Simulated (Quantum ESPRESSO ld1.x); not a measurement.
The numbers below are computed, except where a source is named.
Species: Sr. Configuration: [Kr] 5s2 (the NIST ground configuration).

Code: ld1.x of Quantum ESPRESSO 7.5. Model: scalar-relativistic Kohn-Sham, LDA (Slater exchange, Perdew-Zunger correlation), spin-polarised, spherical densities, point nucleus.

Energy parts (eV):
part                      energy
total                  -86418.31
kinetic                 88592.68
electron-nucleus      -208226.96
Hartree                 35969.60
exchange-correlation    -2753.63

Orbitals (lengths in bohr, moments of r in powers of bohr; r(90%) holds 90 % of the orbital's charge):
orbital  occ.  eigenvalue (eV)  r(90%)
1s          2       -15912.923  0.0702
2s          2        -2155.155   0.267
2p          6        -1916.639   0.245
3s          2         -332.702   0.732
3p          6         -255.745   0.759
3d         10         -128.230   0.809
4s          2          -40.911    1.99
4p          6          -22.854    2.36
5s          2           -3.646    6.35

The highest occupied level is 5s at -3.646 eV. The density falls to 0.001 e/bohr^3 at r = 5.23 bohr. For comparison, the ionisation energy in NIST's Atomic Spectra Database is 5.695 eV (measured). In exact Kohn-Sham theory the highest level is minus the ionisation energy, but local and semilocal functionals leave it too shallow, through self-interaction and a potential that decays too fast; potentials with the right tail come closer.
